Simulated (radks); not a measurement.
Isoelectronic series with 5 electrons, all held in the configuration [He] 2s2 2p1, which need not be the ground one along the series. Method: scalar-relativistic Kohn-Sham, r2SCAN, spin-unpolarised, spherical densities, finite nucleus; meta-GGA in the generalised Kohn-Sham scheme; Fermi nuclear charge, rms radius of each element as measured or else 0.836 A^(1/3) + 0.57 fm; computed with a radial shooting solver on a logarithmic mesh with Libxc functionals. Total energies (hartree) and orbital eigenvalues (eV):

ion,E (hartree),2p,2s,1s
B,-24.61555,-3.4433,-9.8679,-183.8994
C+,-37.37624,-16.7547,-26.3873,-292.4954
N2+,-52.90156,-37.1687,-49.9821,-428.7624
O3+,-71.18993,-64.5189,-80.5030,-592.5044
F4+,-92.24273,-98.7501,-117.9076,-783.6698
Ne5+,-116.06268,-139.8383,-162.1824,-1002.253
Mg7+,-172.01880,-242.5496,-271.3435,-1521.747
Al8+,-204.16389,-304.1684,-336.2443,-1822.726
Si9+,-239.09384,-372.6314,-408.0402,-2151.250
P10+,-276.81442,-447.9428,-486.7458,-2507.372
S11+,-317.33189,-530.1078,-572.3773,-2891.149
